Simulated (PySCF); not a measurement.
From one molecule to another.

First species: H5O2PSi.
Atom-mapped SMILES: `[OH:1][SiH:2]([OH:3])[PH2:4]` (hydrogens: H5 on O1; H6 on Si2; H7 on O3; H8, H9 on P4)

Second species: C3H12OSi2.
InChI=1S/C3H12OSi2/c1-3-6-4-5-2/h3,5-6H2,1-2H3

Levels: wB97X-D/def2-SVPD for dipole moment, HOMO energy, LUMO energy, HOMO–LUMO gap, static isotropic polarisability and electronic spatial extent ⟨r²⟩ about the centre of nuclear charge; TDDFT wB97X-D/def2-SVPD for lowest singlet excitation; TDA wB97X-D/def2-SVPD for lowest triplet excitation (Tamm–Dancoff); ΔSCF wB97X-D/def2-SVPD for vertical ionisation energy; PBE0-D3(BJ)/def2-SVP for rotational constant A and rotational constant C. Geometries: PBE0-D3(BJ)/def2-SVP. Each species is one conformer at its optimised geometry, gas phase, non-relativistic unless stated. Electronic properties by PySCF.

Dipoles, sizes and rotational constants follow the conformer. The torsions of the flexible species, by atom-mapped SMILES:
- `[OH:1][SiH:2]([OH:3])[PH2:4]`: H–O1–Si2–O3 60°, H–O3–Si2–O1 -128°, H–P4–Si2–O1 168°, H–P4–Si2–O1 75°
- `[CH3:1][CH2:2][SiH2:3][O:4][SiH2:5][CH3:6]`: C1–C2–Si3–O4 -177°

```csv
property,column X,column Y
dipole moment,2.91 D,1.24 D
HOMO energy,-9.30 eV,-9.86 eV
LUMO energy,1.52 eV,2.03 eV
HOMO–LUMO gap,10.82 eV,11.89 eV
lowest singlet excitation,6.69 eV,7.44 eV
lowest triplet excitation (Tamm–Dancoff),5.89 eV,7.20 eV
static isotropic polarisability,61.7 au,92.9 au
vertical ionisation energy,9.71 eV,10.01 eV
electronic spatial extent ⟨r²⟩ about the centre of nuclear charge,546 bohr²,1488 bohr²
rotational constant A,6.291 GHz,5.083 GHz
rotational constant C,2.294 GHz,0.828 GHz
```

(1) Which column belongs to which species?

(2) How does each property change from the first species to the second?

Answers

(1) Column X is the first species and column Y the second. The first has 9 atoms and 50 electrons, the second 18 and 66.

(2) dipole moment -1.67 D; HOMO energy -0.56 eV; LUMO energy +0.51 eV; HOMO–LUMO gap +1.07 eV; lowest singlet excitation +0.75 eV; lowest triplet excitation (Tamm–Dancoff) +1.31 eV; static isotropic polarisability +31.2 au; vertical ionisation energy +0.30 eV; electronic spatial extent ⟨r²⟩ about the centre of nuclear charge +942 bohr²; rotational constant A -1.208 GHz; rotational constant C -1.466 GHz.

On the first: The principal polarisabilities are 55.2, 57.6 and 72.4 au; their mean is the isotropic value. The polarisability is 9.15 Å³ as a volume (1 au = 0.148185 Å³), or 1.23 au for each of the 50 electrons.

On the second: The vertical singlet–triplet gap S1 − T1 is 0.24 eV (TDDFT singlet less Tamm–Dancoff triplet; S1: HOMO→LUMO, weight 0.66; T1: HOMO→LUMO, weight 0.59). In wavenumbers S1 is 60000 cm⁻¹ (1 eV = 8065.54 cm⁻¹).
